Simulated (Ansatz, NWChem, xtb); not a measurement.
## Ligand exchange: SnH4 + GaH2(SH) → SnH3(SH) + GaH3

Gas-phase species: SnH4 `[SnH4]`, singlet; GaH2(SH), singlet; SnH3(SH), singlet; GaH3 `[GaH3]`, singlet. The partners trade H for SH: Sn–H and Ga–SH bonds give way to Sn–SH and Ga–H.

Shapes, held fixed at every level: PBE0-D4/def2-TZVP. Programs: Ansatz 0.2.0, NWChem 7.3.0, xtb 6.7.1. A level may come from different programs for different species; with the same settings they agree closely. The zero-point and thermal change to 298 K, harmonic and unscaled (PBE0-D4/def2-TZVP), is -1.4 kJ/mol.

```tsv
level	kind	ΔH(298 K) (kJ/mol)	less CCSD(T)/def2-TZVPP
GFN2-xTB	semi-empirical	+43.9	-7.4
HF/def2-TZVPP	Hartree–Fock	+44.1	-7.2
SPW92/def2-TZVPP	LDA	+57.5	+6.2
PBE0/def2-SVP	global hybrid	+53.8	+2.5
B3LYP-D4/def2-TZVPP	global hybrid	+47.0	-4.3
wB97X-V/def2-TZVPP	range-separated hybrid	+46.4	-4.9
B2PLYP/def2-TZVPP	double hybrid	+48.7	-2.6
MP2/def2-SVP	perturbation theory	+54.6	+3.3
CCSD(T)/def2-TZVPP	coupled cluster or CI	+51.3	0.0
```

The highest level, CCSD(T)/def2-TZVPP, gives ΔH(298 K) = +51.3 kJ/mol; the levels span +43.9 to +57.5. The column of differences is taken from that level and isn't an error. No measured value is set beside it here. For atoms past krypton def2 sets carry core potentials with scalar relativity. Relativity is left out for Ga. Outer-core shells of Ga, Sn are correlated, in sets that cover them unevenly.
